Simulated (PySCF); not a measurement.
A side-by-side comparison of computed properties.

First species: GaH2(CH2SiH3), CH₇GaSi.
SMILES: `[H][Ga]([H])[CH2][SiH3]`

Second species: (E)-acetaldoxime, C₂H₅NO.
Structure used (PBE0-D3(BJ)/def2-SVP), in Å, numbered top down from 1:
```xyz
9
C2H5NO angstrom
C     -1.273    0.347    0.190
C      0.034   -0.354    0.091
N      1.068    0.264   -0.319
O      2.179   -0.537   -0.350
H     -1.168    1.392   -0.130
H     -1.654    0.327    1.225
H     -2.032   -0.145   -0.440
H      0.109   -1.417    0.372
H      2.870    0.054   -0.665
```

Levels: CAM-B3LYP/def2-SVPD for dipole moment, HOMO energy, LUMO energy, HOMO–LUMO gap, static isotropic polarisability and electronic spatial extent ⟨r²⟩ about the centre of nuclear charge; TDDFT CAM-B3LYP/def2-SVPD for lowest singlet excitation; TDA CAM-B3LYP/def2-SVPD for lowest triplet excitation (Tamm–Dancoff); PBE0-D3(BJ)/def2-SVP for rotational constant A and rotational constant C. Geometries: PBE0-D3(BJ)/def2-SVP. Each species is one conformer at its optimised geometry, gas phase, non-relativistic unless stated; the electronic structure was computed with PySCF and density fitting.

Dipoles, sizes and rotational constants follow the conformer. The torsions of the flexible species, by atom-mapped SMILES:
- `[CH3:1]/[CH:2]=[N:3]/[OH:4]`: H–O4–N3–C2 180°

```json
{"property": "dipole moment", "column X": "0.74 D", "column Y": "0.92 D"}
{"property": "HOMO energy", "column X": "-8.81 eV", "column Y": "-9.34 eV"}
{"property": "LUMO energy", "column X": "1.20 eV", "column Y": "-0.71 eV"}
{"property": "HOMO–LUMO gap", "column X": "10.01 eV", "column Y": "8.63 eV"}
{"property": "lowest singlet excitation", "column X": "6.11 eV", "column Y": "5.11 eV"}
{"property": "lowest triplet excitation (Tamm–Dancoff)", "column X": "4.22 eV", "column Y": "4.75 eV"}
{"property": "static isotropic polarisability", "column X": "40.8 au", "column Y": "71.3 au"}
{"property": "electronic spatial extent ⟨r²⟩ about the centre of nuclear charge", "column X": "327 bohr²", "column Y": "633 bohr²"}
{"property": "rotational constant A", "column X": "46.868 GHz", "column Y": "18.039 GHz"}
{"property": "rotational constant C", "column X": "4.021 GHz", "column Y": "1.950 GHz"}
```

(1) Which column belongs to which species?

(2) How does each property change from the first species to the second?

Results:

(1) Column X is the second species and column Y the first. The first has 10 atoms and 58 electrons, the second 9 and 32.

(2) dipole moment -0.18 D; HOMO energy +0.53 eV; LUMO energy +1.91 eV; HOMO–LUMO gap +1.38 eV; lowest singlet excitation +1.00 eV; lowest triplet excitation (Tamm–Dancoff) -0.53 eV; static isotropic polarisability -30.5 au; electronic spatial extent ⟨r²⟩ about the centre of nuclear charge -306 bohr²; rotational constant A +28.829 GHz; rotational constant C +2.071 GHz.

On the first: In wavenumbers S1 is 41200 cm⁻¹ (1 eV = 8065.54 cm⁻¹). The polarisability is 10.56 Å³ as a volume (1 au = 0.148185 Å³), or 1.23 au for each of the 58 electrons. The calculation is non-relativistic and has no spin–orbit coupling, an omission that weighs most on gallium.

On the second: The dipole matches unit charges of opposite sign 0.15 Å apart (1 e·Å = 4.8032 D).
